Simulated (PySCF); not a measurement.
Isomers of C4H12Si3, one GFN2-xTB conformer each. Single-point energies are computed at PBE0/pcSseg-1 (PySCF, gas phase, no added dispersion term), electronic only.

Question: Rank them by PBE0/pcSseg-1 energy, lowest first (kJ/mol).
A. `[CH2:1]=[CH:2][Si@H:3]1[SiH2:4][C@H:5]([CH3:6])[SiH2:7]1` with C1–C2–Si3–Si4 -27°
B. `[CH:1]#[C:2][SiH2:3][SiH2:4][C@@H:5]([CH3:6])[SiH3:7]` with C2–Si3–Si4–C5 65°, Si3–Si4–C5–C6 -62°

Answer: A (0.0), B (92.7).

As drawn, the lower has a four-membered ring and a C=C bond outside aromatic rings, which the higher lacks; the higher has a C≡C bond, which the lower lacks. GFN2-xTB itself gives, in the same order: 5.1, 0.0. GFN2-xTB puts C#C[SiH2][SiH2][C@@H](C)[SiH3] lowest instead.

Q: Which frontier levels, dipoles and rotational constants go with these structures?

A: 
| SMILES | HOMO (eV, PBE0/pcSseg-1) | LUMO (eV) | dipole (D) | A, B, C (MHz) |
| --- | --- | --- | --- | --- |
| C=C[Si@H]1[SiH2][C@H](C)[SiH2]1 | -7.12 | -0.89 | 0.51 | 2327, 972.2, 819.6 |
| C#C[SiH2][SiH2][C@@H](C)[SiH3] | -7.87 | -0.38 | 1.00 | 1913, 820.0, 745.0 |
